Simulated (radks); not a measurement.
Fractional charge and spin in the 5s shell of tellurium: the spin-up occupation runs from 0 to 1 and the spin-down occupation from 0 to 1; the fullest corner is Te, [Kr] 4d10 5p(up 2, down 2) 5s(up 1, down 1). Calculated with a radial shooting solver on a logarithmic mesh with Libxc functionals: scalar-relativistic Kohn-Sham, SCAN, spin-polarised, spherical densities, finite nucleus; meta-GGA in the generalised Kohn-Sham scheme; Fermi nuclear charge, rms radius of each element as measured or else 0.836 A^(1/3) + 0.57 fm. Energy (eV) minus the two flat planes that join the four corners (they meet along the diagonal where the two added fractions sum to one electron); zero is where a piecewise linear energy would lie.

down \ up       0    0.25     0.5    0.75       1
0           0.000  -0.856  -1.132  -0.858   0.000
0.25       -0.856  -1.008  -0.624   0.326  -0.748
0.5        -1.132  -0.624   0.441  -0.537  -1.010
0.75       -0.858   0.326  -0.537  -0.907  -0.734
1           0.000  -0.748  -1.010  -0.734   0.000

Corners above the fullest one (they belong to Te+ and the next ion): (up 1, down 0) 19.698 eV, (up 0, down 1) 19.698 eV, (up 0, down 0) 49.691 eV. With half an added electron in each spin the energy lies 0.441 eV from the planes, and with half an added electron in spin up alone -1.132 eV. The planes are only a guide here: the flat-plane condition holds for ground states with one frontier orbital, while this shell lies below other occupied shells, so the corners above the fullest one are inner-hole states and not the ground states of those ions.
